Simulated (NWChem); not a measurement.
SiH$_{2}$Br$_{2}$; SMILES Br[SiH2]Br

Results from NWChem. Coordinates come from a PBE0/def2-SVP optimisation.

For level B3LYP/aug-cc-pVTZ:

* **highest occupied level (eV)**: -8.39
* **orbital gap (eV)**: 7.26
* **dipole (D)**: 1.11

**Question.** How do the values read with level B3LYP/STO-3G instead?

**Answer.** The highest occupied level (eV) is -5.19, the orbital gap (eV) is 8.33 and the dipole (D) is 1.83.
